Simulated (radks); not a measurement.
The numbers below are computed, except where a source is named.
Excited configurations of the terbium ion Tb+: one electron is placed in a higher orbital outside [Xe] 4f9. The ground configuration is [Xe] 4f9 6s1. Level of theory: scalar-relativistic Kohn-Sham, PBE, spin-unpolarised, spherical densities, finite nucleus; Fermi nuclear charge, rms radius 5.06 fm (a radial shooting solver on a logarithmic mesh with Libxc functionals). Excitation = E - E(ground); binding = E(ion) - E, where the ion is the core of charge +2; n* = 2/sqrt(2 binding) in atomic units, and the quantum defect is n - n*.

\begin{tabular}{lrrrr}
outer orbital & excitation (eV) & binding (eV) & quantum defect & eigenvalue (eV) \\ \hline
5d & 1.953 & 9.569 & 2.615 & -5.880 \\
5f & 8.024 & 3.498 & 1.056 & -2.486 \\
6p & 3.367 & 8.155 & 3.417 & -6.103 \\
6d & 6.829 & 4.693 & 2.595 & -3.517 \\
6f & 9.164 & 2.358 & 1.196 & -1.790 \\
7s & 6.014 & 5.509 & 3.857 & -4.360 \\
7p & 7.145 & 4.377 & 3.474 & -3.426 \\
7d & 8.631 & 2.891 & 2.662 & -2.257 \\
7f & 9.838 & 1.684 & 1.315 & -1.322 \\
\end{tabular}

The Delta-SCF ionisation energy is 11.522 eV (NIST Atomic Spectra Database: 11.51 eV, semi-empirical). Self-interaction in the functional shifts the binding energies and quantum defects, so they are the method's values and not measured ones. Spin polarisation and multiplet splitting are left out, so open shells lie too high by an amount that depends on their filling. Spin-orbit splitting is averaged out at the scalar-relativistic level.

Beside tabulated values, note that spin-unpolarised runs miss the spin-polarisation part of the exchange energy of open shells.
